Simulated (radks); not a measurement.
Charge is removed step by step from the 6p1/2 level of Pb+, starting from [Hg] 6p(1/2: 1, 3/2: 0). Method: Dirac Kohn-Sham, PBE, spin-unpolarised, spherical densities, finite nucleus; Fermi nuclear charge, rms radius 5.5012 fm; computed with a radial shooting solver on a logarithmic mesh with Libxc functionals.

removed (e)  E - E(0) (eV)  eigenvalue (eV)  E minus straight line (eV)
0                    0.000          -10.938                       0.000
0.1                  1.131          -11.692                      -0.352
0.2                  2.339          -12.455                      -0.627
0.3                  3.623          -13.227                      -0.826
0.4                  4.984          -14.008                      -0.948
0.5                  6.425          -14.797                      -0.990
0.6                  7.944          -15.594                      -0.954
0.7                  9.544          -16.398                      -0.837
0.8                 11.224          -17.210                      -0.640
0.9                 12.986          -18.029                      -0.361
1                   14.830          -18.855                       0.000

Removing the whole electron costs 14.830 eV by Delta-SCF, against 10.938 eV from minus the eigenvalue at the starting occupation. Slater's transition state (half an electron removed) gives 14.797 eV. Integrating minus the eigenvalue over the occupation (Janak's theorem) gives 14.830 eV. The mean slope of the eigenvalue, de/dn, is 7.92 eV per electron. Ionisation energy of Pb+ in the NIST Atomic Spectra Database: 15.032 eV (measured).

Beside tabulated values, note that spin-unpolarised runs miss the spin-polarisation part of the exchange energy of open shells.
